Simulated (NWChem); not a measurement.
# C2H6OSi2; SMILES C#C[SiH2][SiH2]O

```xyz
11

C     -1.1907    -2.4447    -0.1842
C     -0.2083    -1.7391    -0.0354
Si     1.1850    -0.5499     0.1726
Si     0.1380     1.5174    -0.2568
O     -1.4011     1.4063     0.3820
H     -2.0421    -3.0900    -0.3148
H      2.2805    -0.8978    -0.7817
H      1.7003    -0.6627     1.5702
H      0.8155     2.6667     0.4063
H      0.1325     1.7564    -1.7356
H     -1.8054     0.5348     0.2968
```
Atoms are numbered in this order, from 1.

Results from NWChem. Pople sets run with spherical d functions. Geometry: optimised at PBE0/def2-SVP. Level M06-L/6-31G*: energy and gradient on several grids; changes count from the extra-fine grid, which is no exact limit either.

```json
[
 {"grid": "xcoarse", "size of the energy change (μHa)": "7000", "largest change of a gradient component (μHa/bohr)": "10000", "time, medium = 1 (rough)": "about 1"},
 {"grid": "coarse", "size of the energy change (μHa)": "2000", "largest change of a gradient component (μHa/bohr)": "2000", "time, medium = 1 (rough)": "about 1"},
 {"grid": "medium", "size of the energy change (μHa)": "90", "largest change of a gradient component (μHa/bohr)": "600", "time, medium = 1 (rough)": "about 1"},
 {"grid": "fine", "size of the energy change (μHa)": "< 10", "largest change of a gradient component (μHa/bohr)": "100", "time, medium = 1 (rough)": "about 1"},
 {"grid": "xfine", "size of the energy change (μHa)": "< 10", "largest change of a gradient component (μHa/bohr)": "< 30", "time, medium = 1 (rough)": "3"}
]
```
